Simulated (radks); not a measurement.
The ruthenium ion Ru2+, 42 electrons, occupied as [Kr] 4d6. Method: non-relativistic Kohn-Sham, SCAN, spin-polarised, spherical densities, point nucleus; open shells are filled with parallel spins first (spin-orbit coupling, left out, can overturn this in heavy ions); meta-GGA in the generalised Kohn-Sham scheme; relativity is left out, which matters for an element this heavy; computed with a radial shooting solver on a logarithmic mesh with Libxc functionals.

Normalised radial functions P(r) = r R(r), r in bohr:

| r | 4s up |
|---|---|
| 0.003343 | 0.0936 |
| 0.00383 | 0.1049 |
| 0.004387 | 0.1171 |
| 0.004987 | 0.1294 |
| 0.005713 | 0.1433 |
| 0.006545 | 0.1578 |
| 0.007499 | 0.1726 |
| 0.008523 | 0.1866 |
| 0.009764 | 0.2010 |
| 0.01119 | 0.2142 |
| 0.01282 | 0.2253 |
| 0.01457 | 0.2330 |
| 0.01669 | 0.2369 |
| 0.01912 | 0.2350 |
| 0.02191 | 0.2257 |
| 0.0251 | 0.2074 |
| 0.02852 | 0.1804 |
| 0.03268 | 0.1401 |
| 0.03744 | 0.0871 |
| 0.04289 | 0.0215 |
| 0.04875 | -0.0499 |
| 0.05585 | -0.1330 |
| 0.06399 | -0.2180 |
| 0.07331 | -0.2972 |
| 0.08332 | -0.3570 |
| 0.09546 | -0.3940 |
| 0.1094 | -0.3923 |
| 0.1253 | -0.3428 |
| 0.1424 | -0.2484 |
| 0.1632 | -0.0997 |
| 0.1869 | 0.0852 |
| 0.2142 | 0.2825 |
| 0.2434 | 0.4509 |
| 0.2789 | 0.5775 |
| 0.3195 | 0.6153 |
| 0.366 | 0.5420 |
| 0.4194 | 0.3540 |
| 0.4766 | 0.0897 |
| 0.5461 | -0.2509 |
| 0.6256 | -0.5925 |
| 0.7168 | -0.8830 |
| 0.8146 | -1.0653 |
| 0.9333 | -1.1401 |
| 1.069 | -1.0908 |
| 1.225 | -0.9435 |
| 1.392 | -0.7545 |
| 1.595 | -0.5425 |
| 1.828 | -0.3503 |
| 2.094 | -0.2054 |
| 2.38 | -0.1124 |
| 2.726 | -0.0521 |
| 3.124 | -0.0208 |
| 3.579 | -0.0071 |
| 4.067 | -0.0022 |
| 4.66 | -0.0005 |
| 5.339 | -0.0001 |

4s up: eigenvalue -95.410 eV, 3 radial nodes at r = 0.0447, 0.176, 0.495 bohr, <r> = 1.05 bohr, 90 % of the charge inside 1.52 bohr.
